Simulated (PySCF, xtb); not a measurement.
Sn(OH)(NH2)3 (H7N3OSn), SMILES [NH2][Sn]([NH2])([NH2])[OH]. Other conformers were not sampled.

Harmonic wavenumbers (cm⁻¹) from GFN2-xTB (xtb) at its own minimum, in rising order: 87, 112, 126, 136, 138, 146, 147, 159, 218, 390, 485, 525, 527, 728, 732, 748, 757, 792, 804, 814, 1475, 1485, 1493, 3384, 3387, 3390, 3410, 3414, 3418, 3661.

**Question.** What does PBE-D3(BJ)/def2-SVP in PySCF give at its own minimum? (The exact figures need the calculation; the answer reports its results.)

**Answer.** 55, 112, 119, 148, 152, 156, 166, 180, 250, 509, 536, 539, 582, 634, 644, 653, 787, 838, 855, 869, 1481, 1490, 1495, 3396, 3398, 3401, 3493, 3494, 3504, 3703. Paired by order, the mean absolute difference is 40 cm⁻¹ and the zero-point energies are 53.0 and 53.8 kcal/mol.
